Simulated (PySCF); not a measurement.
TeCl₂, SMILES Cl[Te]Cl.

Geometry optimised at B3LYP-D3(BJ)/def2-TZVP. The isomer is the one that the SMILES or the coordinates give; other isomers of the formula were not compared. The def2 effective core potentials stand for the cores of Te; spin–orbit coupling is left out.

All values below come from PBE/def2-TZVPD (PySCF).

* **total energy**: -1188.11460 hartree
* **point group**: C2v
* **highest occupied level**: -5.60 eV
* **lowest empty level**: -3.69 eV
* **orbital gap**: 1.91 eV
* **dipole moment**: 1.84 D
* **quadrupole, principal values (traceless, Buckingham form, about the centre of nuclear charge)**: -3.07, -0.97, 4.04 D·Å
* **mean static polarisability**: 72.3 bohr³ (10.72 Å³)
* **polarisability, principal values**: 56.6, 70.0, 90.3 bohr³
